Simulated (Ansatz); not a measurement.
The first iterations of a band of FGeH₃ (5 atoms, charge 0, multiplicity 1).

The calculation used RKS PBE0/def2-SVP (Ansatz).

```json
{"movable images": "7", "climbing image": "yes", "spring": "5.0 eV/Å²", "optimiser": "quadratic models (default)", "start path": "straight line", "force threshold": "0.03 eV/Å", "iteration limit": "60", "end points": "relaxed"}
```

First end point:

```xyz
5
Properties=species:S:1:pos:R:3
Ge 0.283 -0.049 0.200
H 0.245 0.015 1.734
H 1.716 0.015 -0.347
F -0.535 1.379 -0.379
H -0.494 -1.253 -0.350
```

Last end point:

```xyz
5
Properties=species:S:1:pos:R:3
Ge 0.175 0.002 -0.895
H 0.940 -0.312 1.284
H 1.546 0.023 0.939
F -0.741 1.434 -0.433
H -0.705 -1.040 -0.036
```

| iteration | highest image above the first end (eV) | largest band force component (eV/Å) |
| --- | --- | --- |
| 1 | 3.119 | 4.701 |
| 2 | 2.664 | 2.819 |
| 3 | 2.497 | 1.077 |

**Question.** Does the band converge within its limit, and where does its top end?

**Answer.** The forces met the threshold. It ended after 9 iterations with the highest image 2.580 eV above the first end. Another band between the same ends (7 images) ends at a top of the same energy, where a vibrational analysis finds 1 clearly imaginary mode. The orbitals stay closed-shell, which can raise the energy where a bond breaks towards radicals; this wasn't checked here.

Run time: 93 s on 1 thread of Arm Neoverse V2, on a shared host, peak memory 0.12 GiB.
